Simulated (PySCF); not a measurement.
Compound: C5H14P2S.
SMILES with atom numbers: `[CH3:1][CH2:2][CH2:3][P@@:4]([PH2:5])(=[S:6])[CH2:7][CH3:8]` (hydrogens: H9, H10, H11 on C1; H12, H13 on C2; H14, H15 on C3; H16, H17 on P5; H18, H19 on C7; H20, H21, H22 on C8)

Torsions of this conformer, `[CH3:1][CH2:2][CH2:3][P@@:4]([PH2:5])(=[S:6])[CH2:7][CH3:8]`: C1–C2–C3–P4 -173°, C2–C3–P4–P5 -74°, C3–P4–C7–C8 53°, H–P5–P4–C3 178°, H–P5–P4–C3 85°.

The closed-shell ground state was solved at several levels (PySCF, density fitting, gas phase, non-relativistic). The structure is a single PBE0-D3(BJ)/def2-SVP conformer in the gas phase; no vibrational or solvent corrections.

| level | basis functions | HOMO (eV) | LUMO (eV) | gap (eV) | dipole (D) |
| --- | --- | --- | --- | --- | --- |
| PBE0/pcSseg-1 | 227 | -6.24 | -0.40 | 5.84 | 3.82 |
| B3LYP/def2-SVPD | 287 | -6.00 | -0.64 | 5.36 | 4.04 |

What might B97-2/pcSseg-1 (227 basis functions) give for the same quantities?

HOMO -6.00 eV, LUMO -0.43 eV, gap 5.57 eV, dipole 3.84 D.

Over all these levels, which gives the widest orbital gap and which the narrowest?

PBE0/pcSseg-1 (global hybrid, 25 % exact exchange) has the widest, 5.84 eV, and B3LYP/def2-SVPD (global hybrid, 20 % exact exchange) the narrowest, 5.36 eV. Functional and basis both differ between the two, so the spread mixes both effects.

How far do the dipole and the HOMO energy spread over the levels?

The dipole runs from 3.82 to 4.04 D (mean 3.90 D) and the HOMO from -6.24 to -6.00 eV.
